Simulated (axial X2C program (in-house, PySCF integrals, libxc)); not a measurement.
# Low determinants of AsC⁺ at the PBE0 level, 2c

All values were computed with an in-house all-electron X2C program for linear molecules (integrals from PySCF). Two-component (2c) means X2C with spin–orbit coupling and atomic mean-field two-electron Coulomb and Gaunt terms. Basis: As dyall-cv3z [9s9p6d4f1g], C dyall-v3z [7s6p2d1f] (cores contracted in-house); Gaussian nuclei, density fitting, unrestricted open shells. Masses: As 74.922 u, C 12.000 u.

Search at 1.739 Å (vertical energies from the lowest determinant):

| ΔE (eV) | state | electrons beyond evenly filled partner blocks | electrons in ±ω = 1/2, 3/2, 5/2, 7/2 |
| --- | --- | --- | --- |
| 0.00 | Ω = 2 | ω = 1/2, ω = 3/2 | 27 9 2 0 |
| 0.36 | Ω = 1 | ω = -1/2, ω = 3/2 | 27 9 2 0 |
| 0.46 | Ω = 1 | 2 × ω = 1/2 | 26 10 2 0 |
| 1.02 | Ω = 0 | none | 26 10 2 0 |
| 1.38 | Ω = 0 | none | 28 8 2 0 |
| 2.24 | Ω = 3 | 2 × ω = 3/2 | 26 10 2 0 |
| 3.99 | Ω = 4 | 2 × ω = 1/2, 2 × ω = 3/2 | 26 10 2 0 |

Lowest determinant, Ω = 2 (⟨Sz⟩ = 1.00, ⟨Lz⟩ = 1.00 at PBE0): Re = 1.736 Å, ωe = 922.1 cm⁻¹.

The determinant in row 2 of the search, Ω = 1 (⟨Sz⟩ = 0.01, ⟨Lz⟩ = 0.99 at PBE0), was followed along the bond at PBE0; measured from the minimum of the lowest determinant it gives:

Te = 0.356 eV (2869 cm⁻¹), Re = 1.736 Å, ωe = 929.2 cm⁻¹.

Q: Compare the bond of the determinant in row 2 with that of the lowest one.

A: At PBE0 its Re is the same within 0.001 Å and its force constant, which goes as ωe², is 1.02 times that of the lowest determinant. This determinant mixes spin states, so it has no term energy of its own.

The search compares states at one distance, so a state with another bond length can lie lower; it is not exhaustive and yields mostly the lowest determinant of each block pattern, so other components and higher states of one pattern are missing. These are energies of single determinants, not of spin-adapted states; PBE0 term energies can be off by some tenths of an eV, and the functional has no current term. Open-shell Ω = 0 determinants with evenly filled partner blocks cannot be reached by this program, so the Ω shown need not be the lowest component. The lowest determinant need not be the ground state where others lie within half an eV. Some points of a curve did not converge.
